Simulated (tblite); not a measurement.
Species: C₄H₁₃AsSi.
Atom-mapped SMILES: `[CH3:1][AsH:2][CH2:3][C@@H:4]([CH3:5])[SiH3:6]` (hydrogens: H7, H8, H9 on C1; H10 on As2; H11, H12 on C3; H13 on C4; H14, H15, H16 on C5; H17, H18, H19 on Si6)

Computed with GFN2-xTB (tblite), gas phase: L-BFGS steps from a force-field or distance-geometry start until the largest atomic force falls under 0.01 eV/Å.

Step 9: E = -524.4112 eV
```
atom  x, y, z in Å  |  force x, y, z in eV/Å
C1      3.2473   -0.0357   -0.2784   -0.024  -0.031   0.027
As2     1.6830   -1.2346   -0.1247    0.082   0.100  -0.063
C3      0.3471    0.2385   -0.1070   -0.025  -0.015   0.027
C4     -1.0963   -0.2462   -0.1955   -0.057   0.029  -0.040
C5     -1.5019   -1.0010    1.0663    0.028   0.006  -0.027
Si6    -2.2842    1.2153   -0.5206    0.041  -0.071   0.003
H7      4.1623   -0.5991   -0.4539   -0.016  -0.012  -0.024
H8      3.1179    0.6900   -1.0795   -0.001  -0.017   0.012
H9      3.3622    0.5024    0.6623    0.026   0.018   0.024
H10     1.5566   -1.4399   -1.6169   -0.001  -0.071   0.022
H11     0.4894    0.8109    0.8149   -0.009   0.017   0.027
H12     0.5693    0.9112   -0.9410    0.025  -0.007   0.007
H13    -1.1541   -0.9495   -1.0388   -0.063   0.039   0.006
H14    -1.4225   -0.3557    1.9410   -0.005  -0.028  -0.023
H15    -2.5301   -1.3514    0.9900    0.036  -0.021   0.026
H16    -0.8494   -1.8667    1.2181   -0.001   0.009   0.013
H17    -2.1817    2.1476    0.6078   -0.027  -0.005  -0.049
H18    -1.8763    1.8817   -1.7621   -0.041   0.004   0.034
H19    -3.6483    0.6914   -0.6365    0.031   0.057  -0.003
```

Step 10: E = -524.4128 eV
```
atom  x, y, z in Å  |  force x, y, z in eV/Å
C1      3.2509   -0.0354   -0.2787   -0.035  -0.028   0.020
As2     1.6867   -1.2319   -0.1241    0.046   0.065  -0.024
C3      0.3453    0.2387   -0.1063   -0.010  -0.037   0.013
C4     -1.0985   -0.2475   -0.1961   -0.047   0.067  -0.055
C5     -1.5021   -1.0010    1.0665    0.036   0.005  -0.042
Si6    -2.2851    1.2152   -0.5210    0.026  -0.054  -0.007
H7      4.1661   -0.5973   -0.4562   -0.015  -0.022  -0.017
H8      3.1215    0.6909   -1.0786   -0.004   0.004   0.003
H9      3.3641    0.5002    0.6635    0.036   0.027   0.023
H10     1.5563   -1.4479   -1.6130    0.004  -0.055  -0.001
H11     0.4876    0.8070    0.8193   -0.018   0.020  -0.017
H12     0.5679    0.9109   -0.9414    0.020  -0.003   0.039
H13    -1.1595   -0.9502   -1.0403   -0.043   0.047   0.026
H14    -1.4214   -0.3565    1.9412   -0.008  -0.019  -0.018
H15    -2.5284   -1.3555    0.9925    0.019  -0.019   0.023
H16    -0.8454   -1.8627    1.2133    0.014  -0.033   0.039
H17    -2.1846    2.1505    0.6044   -0.021  -0.007  -0.037
H18    -1.8799    1.8854   -1.7618   -0.036  -0.007   0.035
H19    -3.6513    0.6963   -0.6376    0.037   0.049  -0.002
```

Step 11: E = -524.4140 eV
```
atom  x, y, z in Å  |  force x, y, z in eV/Å
C1      3.2530   -0.0353   -0.2785   -0.020  -0.003   0.010
As2     1.6901   -1.2289   -0.1242   -0.001   0.011   0.019
C3      0.3438    0.2385   -0.1056    0.005  -0.035  -0.003
C4     -1.1006   -0.2474   -0.1971   -0.014   0.059  -0.037
C5     -1.5016   -1.0009    1.0657    0.030  -0.004  -0.035
Si6    -2.2854    1.2143   -0.5214    0.003  -0.013  -0.011
H7      4.1683   -0.5965   -0.4582   -0.017  -0.026  -0.008
H8      3.1238    0.6914   -1.0778   -0.004   0.018  -0.002
H9      3.3662    0.4990    0.6646    0.040   0.025   0.013
H10     1.5561   -1.4546   -1.6104    0.008  -0.039  -0.018
H11     0.4861    0.8047    0.8220   -0.025   0.016  -0.044
H12     0.5674    0.9107   -0.9408    0.016   0.004   0.052
H13    -1.1641   -0.9498   -1.0410   -0.027   0.042   0.020
H14    -1.4209   -0.3574    1.9409   -0.007  -0.007  -0.014
H15    -2.5267   -1.3587    0.9947    0.008  -0.018   0.016
H16    -0.8424   -1.8605    1.2107    0.023  -0.049   0.044
H17    -2.1871    2.1524    0.6013   -0.015  -0.005  -0.023
H18    -1.8831    1.8878   -1.7608   -0.027  -0.009   0.023
H19    -3.6527    0.7007   -0.6383    0.025   0.034  -0.002
```

**Question.** Estimate the geometry and energy of step 12. (The exact step hangs on the optimiser's Hessian estimate; all steps are aligned on step 11, rigid shifts and turns removed.)

**Answer.** E = -524.4147 eV, largest force 0.062 eV/Å
```
atom  x, y, z in Å  |  force x, y, z in eV/Å
C1      3.2538   -0.0353   -0.2782   -0.001   0.020   0.002
As2     1.6922   -1.2268   -0.1241   -0.034  -0.031   0.041
C3      0.3429    0.2377   -0.1053    0.013  -0.020  -0.013
C4     -1.1020   -0.2465   -0.1982    0.015   0.023  -0.004
C5     -1.5007   -1.0010    1.0646    0.018  -0.017  -0.015
Si6    -2.2854    1.2136   -0.5218   -0.012   0.022  -0.007
H7      4.1691   -0.5966   -0.4595   -0.022  -0.025  -0.003
H8      3.1250    0.6918   -1.0772   -0.004   0.023   0.000
H9      3.3681    0.4988    0.6654    0.039   0.018   0.002
H10     1.5562   -1.4593   -1.6091    0.012  -0.027  -0.020
H11     0.4847    0.8038    0.8227   -0.027   0.012  -0.046
H12     0.5675    0.9105   -0.9394    0.016   0.012   0.043
H13    -1.1675   -0.9487   -1.0412   -0.018   0.030   0.000
H14    -1.4207   -0.3582    1.9402   -0.003   0.000  -0.013
H15    -2.5253   -1.3609    0.9963    0.005  -0.016   0.006
H16    -0.8404   -1.8600    1.2101    0.022  -0.040   0.035
H17    -2.1888    2.1532    0.5989   -0.010   0.000  -0.010
H18    -1.8855    1.8890   -1.7598   -0.017  -0.005   0.005
H19    -3.6529    0.7040   -0.6388    0.006   0.020  -0.004
```

The energy changes by -0.0007 eV. The first-order estimate −F·Δx gives -0.0010 eV and the mean of the old and new forces, exact on a quadratic surface, -0.0007 eV. The step makes an angle of 59° with the force vector and moves no atom by more than 0.005 Å.

What follows is the cost of the whole relaxation. The run took 1.3 s wall on an Arm Neoverse N1 with one thread, shared host with 64 logical CPUs at a one-minute load of 61.
